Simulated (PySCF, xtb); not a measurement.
C2H6SSe, SMILES CS[Se]C. Atoms are numbered in the order given.

```xyz
10

Se     0.3370     0.3205     0.7695
C      1.0789     1.5996    -0.4916
H      1.9011     1.1364    -1.0520
H      1.4627     2.4469     0.0965
H      0.3027     1.9591    -1.1802
S     -0.2308    -1.2501    -0.6396
C     -1.8773    -0.7012    -1.1646
H     -2.5615    -0.6372    -0.3073
H     -2.2494    -1.4604    -1.8701
H     -1.8297     0.2692    -1.6791
```

Geometry: ωB97X-D3(BJ)/def2-SVP. One conformer was computed; it need not be the lowest.

Computed with IEF-PCM-ωB97X/def2-SVP in PySCF.

The values are the electrostatic part of the solvation free energy, E(continuum) − E(gas) at the gas-phase geometry, in a cavity of scaled van der Waals radii (PySCF's table); cavitation and dispersion terms are not included. In vacuum the orbital gap is 10.43 eV. The dipole moment in vacuum is 1.98 D.

Computed values in water (ε = 78.36), ethylethanoate (ε = 5.99), tetrahydrofuran (ε = 7.43):
```csv
solvent,ε,ΔG(elec) (kcal/mol),dipole (D),gap (eV)
water,78.36,-3.5,2.68,10.48
ethylethanoate,5.99,-2.6,2.50,10.47
tetrahydrofuran,7.43,-2.8,2.54,10.47
```

For comparison, GFN2-xTB/ALPB(water) (xtb, at the GFN2-xTB geometry, all terms of that model) gives -0.7 kcal/mol.
